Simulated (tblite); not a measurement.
C₂H₉PSSi₂.
Structure used (GFN2-xTB), in Å, numbered top down from 1:
```xyz
15
C2H9PSSi2 angstrom
C     -1.4346   -0.4954   -0.1216
C     -1.2697    1.0175   -0.1394
S     -0.0148    1.6077   -1.3423
Si     1.8236    1.1060   -0.3481
P      2.0165   -1.0637    0.1538
Si    -0.0818   -1.4544    0.8368
H     -2.3985   -0.7167    0.3416
H     -1.4991   -0.8495   -1.1524
H     -1.0054    1.4100    0.8429
H     -2.1896    1.5006   -0.4703
H      1.8687    1.8635    0.9015
H      2.8345    1.5117   -1.3099
H      1.8127   -1.5050   -1.1393
H     -0.3368   -2.8873    0.6820
H     -0.1301   -1.0369    2.2427
```

Calculated harmonic vibrations of the isolated species, GFN2-xTB (tblite), most abundant isotopes, no scaling. Against measured fundamentals such values can be off by several per cent, at times by over 20. Modes of hydrogen on phosphorus and silicon can be 10 to 20 % off. One conformer, not necessarily the lowest.

Harmonic wavenumbers (cm⁻¹): 59.7, 87.8, 164.1, 182.0, 228.3, 340.7, 407.8, 426.1, 455.1, 471.3, 520.6, 569.0, 576.2, 618.1, 633.0, 661.8, 686.1, 716.6, 731.6, 741.5, 746.5, 792.3, 892.0, 1057.0, 1089.4, 1164.2, 1262.6, 1281.8, 1453.0, 1463.0, 2218.5, 2249.1, 2254.6, 2327.7, 2338.0, 2961.2, 2967.0, 2980.4, 2987.4.

A = 1848, B = 1479, C = 894.8 MHz; mass 151.970 u (most abundant isotopes); point group C1, symmetry number 1.

Q: What is the zero-point energy?

A: ½Σν̃ = 21882 cm⁻¹ = 62.56 kcal/mol.

Q: Give the ideal-gas entropy at 350 K and 1 bar in the rigid-rotor, harmonic-oscillator model (classical rotation).

A: Translation 41.79, rotation 29.74, vibration 29.27: S = 100.8 cal/(mol K).

Q: And Cp and H(350 K) − H(0)?

A: Cp = 41.68 cal/(mol K), of which vibrations give 33.73 (their classical limit is 39 R = 77.5); H(350 K) − H(0) = 8.51 kcal/mol without the zero-point energy, 5.72 from vibrations.

Q: Blend soft modes into free rotors: weight 1/[1 + (100 cm⁻¹/ν̃)⁴] for the oscillator and the rest for a rotor with moment μB/(μ + B), μ = h/(8π²ν), B = 10⁻⁴⁴ kg m². What vibrational entropy results?

A: 27.57 cal/(mol K) in place of 29.27, which changes −T·S at 350 K by +0.60 kcal/mol.

Q: What must be added to the electronic energy to get the Gibbs energy at 350 K and 1 bar?

A: ZPE + [H(350 K) − H(0)] − T·S = 62.56 + 8.51 − 35.28 = 35.79 kcal/mol.

Hindered rotation and anharmonicity are outside this model. Other conformers, if any are populated, would add a mixing term that is left out. The structure is chiral; the term R ln 2 for an equal mix with its mirror image is left out.

The run took 2.5 s of wall time on Intel Xeon at 2.50 GHz, one thread, shared host with 64 logical CPUs at a one-minute load of 60. The figure is for the frequency step alone.
